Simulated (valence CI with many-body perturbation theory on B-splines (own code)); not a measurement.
# Cs⁴⁺: E2, E3, M1, M2 decay

Calculated by valence CI with perturbative core correlation (CI+MBPT): five valence electrons over a frozen Dirac-Fock core [Kr] 4d10, radial functions for each j: 9 s, 9 p, 8 d, 6 f, 3 g, 1 h, with the one-electron correlation potential Σ1 (screened to all orders), the two-electron term Σ2, the three-electron term Σ3, Breit, model QED; selected single and double excitations, second order for the rest, scaled by the run's own slope (own B-spline code, finite nucleus).

Set against measurement, 27 paired levels are off by 208 cm⁻¹ on average, the worst by 622. These come from a selection out of Sansonetti, J. Phys. Chem. Ref. Data 38, 761 (2009). Levels without a partner in it may be off by more, other configurations by several thousand cm⁻¹. Among the levels kept, up to 590 cm⁻¹ of a level comes from second order outside the variational space, and about a tenth of that is noise between levels of different J, which matters for small intervals. 4 measured levels below the end of the list, from 158249 cm⁻¹ on, found no clear computed partner, and computed levels of the same name lie up to 507 cm⁻¹ from them.

Lines 1 to 19 of 19 in falling wavelength, among levels below 206970 cm⁻¹, chosen from the decays that carry over 1 % of a level's rate. Wavelengths and rates use the calculated energies, so an error of 200 cm⁻¹ moves a line at 659.5 nm by 1.3 % and its rate by three times that or more. Electric multipoles are in the length gauge, E1 and E2 with the static RPA response of the core. S is in atomic units (e²a₀⁴ for E2 and M2, e²a₀⁶ for E3), for M1 in squared Bohr magnetons. Weak lines are less certain than strong ones. Lines between different terms over intervals too small for the method are left out, as are lines whose strength nearly cancels.

Names give the largest LS component (configuration and term), which can be under half, so a name can repeat, a term be missing and a line seem to break the LS rules; names also repeat where a configuration has a term twice.

| λ vac (nm) | λ from measured levels | Upper | Lower | Type | A (s⁻¹) | S (a.u.) |
| --- | --- | --- | --- | --- | --- | --- |
| 1886 | 1888 | 5s²5p³ ²D°_5/2 | 5s²5p³ ²D°_3/2 | M1 | 1.16e+00 | 1.73e+00 |
| 1873 |  | 5s²5p²5d ⁴F_9/2 | 5s²5p²5d ⁴F_7/2 | M1 | 3.06e+00 | 7.44e+00 |
| 974.4 | 968.7 | 5s²5p³ ²P°_3/2 | 5s²5p³ ²P°_1/2 | M1 | 6.95e+00 | 9.53e-01 |
| 659.5 | 663.2 | 5s²5p³ ²D°_3/2 | 5s²5p³ ⁴S°_3/2 | M1 | 4.01e+01 | 1.70e+00 |
| 590.3 | 592.6 | 5s²5p³ ²P°_1/2 | 5s²5p³ ²D°_3/2 | M1 | 1.14e+01 | 1.74e-01 |
| 491.4 |  | 5s²5p²5d ²G_9/2 | 5s²5p²5d ⁴F_9/2 | M1 | 4.31e+01 | 1.90e+00 |
| 488.6 | 490.8 | 5s²5p³ ²D°_5/2 | 5s²5p³ ⁴S°_3/2 | M1 | 5.21e+00 | 1.35e-01 |
| 488.6 | 490.8 | 5s²5p³ ²D°_5/2 | 5s²5p³ ⁴S°_3/2 | E2 | 4.13e-01 | 6.16e+00 |
| 456.6 | 456.6 | 5s²5p³ ²P°_3/2 | 5s²5p³ ²D°_5/2 | M1 | 3.81e+01 | 5.38e-01 |
| 456.6 | 456.6 | 5s²5p³ ²P°_3/2 | 5s²5p³ ²D°_5/2 | E2 | 3.90e+00 | 2.76e+01 |
| 389.2 |  | 5s²5p²5d ²G_9/2 | 5s²5p²5d ⁴F_7/2 | M1 | 4.16e+01 | 9.08e-01 |
| 367.6 | 367.7 | 5s²5p³ ²P°_3/2 | 5s²5p³ ²D°_3/2 | M1 | 1.58e+02 | 1.16e+00 |
| 353.2 |  | 5s²5p²5d ⁴F_9/2 | 5s5p⁴ ²D_5/2 | E2 | 1.34e-01 | 6.59e-01 |
| 311.5 | 313.0 | 5s²5p³ ²P°_1/2 | 5s²5p³ ⁴S°_3/2 | M1 | 9.26e+01 | 2.07e-01 |
| 311.5 | 313.0 | 5s²5p³ ²P°_1/2 | 5s²5p³ ⁴S°_3/2 | E2 | 1.45e+00 | 7.59e-01 |
| 236.0 | 236.6 | 5s²5p³ ²P°_3/2 | 5s²5p³ ⁴S°_3/2 | M1 | 5.85e+01 | 1.14e-01 |
| 169.8 |  | 5s²5p²5d ⁴F_9/2 | 5s5p⁴ ⁴P_5/2 | E2 | 3.15e+00 | 3.97e-01 |
| 65.79 |  | 5s²5p²5d ⁴F_9/2 | 5s²5p³ ²D°_5/2 | M2 | 2.82e+00 | 3.10e-03 |
| 57.98 |  | 5s²5p²5d ⁴F_9/2 | 5s²5p³ ⁴S°_3/2 | E3 | 3.17e-01 | 2.22e+02 |
